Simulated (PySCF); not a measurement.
**Working with the constants of InB⁻**

UHF-CCSD(T) constants of InB⁻, ⁴Σ⁻ (quartet), unpaired electrons σ ↑, π ↑↑ (In aug-cc-pVDZ-PP with ECP28, B aug-cc-pVDZ; scalar-relativistic core potentials (PySCF 2.14); masses 114.9039 and 11.0093 u):

```
ωe            : 440.0 cm⁻¹
ωexe          : 2.86 cm⁻¹
Be            : 0.31661 cm⁻¹
αe            : 0.00289 cm⁻¹
De to In⁻ + B : 2.47 eV
```

Q: What force constant and bond length do these constants imply?

A: Reduced mass μred = 10.047 u; k = 5.8918×10⁻⁷·μred·ωe² (u, cm⁻¹, mdyn/Å) = 1.15 mdyn/Å; Re = √(16.8576/(μred·Be)) (u, cm⁻¹, Å) = 2.302 Å.

Q: Estimate the centrifugal constant D from the Kratzer relation and find the Dunham coefficient a1.

A: D = 4Be³/ωe² = 6.56e-07 cm⁻¹; a1 = −1 − αeωe/(6Be²) = -3.11.

Correlated steps freeze 5 core orbitals. Correlated levels converge slowly with the basis: in double zeta they bind strong bonds too weakly, by up to about 1 eV, and carry superposition errors of some tenths. These are scalar-relativistic numbers at best; spin–orbit coupling would shift them, the dissociation energy most. For an ion De counts to the pair picked by the measured ionisation energies or electron affinities, which need not be the lowest pair at this level. The state was picked by a PBE0 search and need not be the measured ground state.
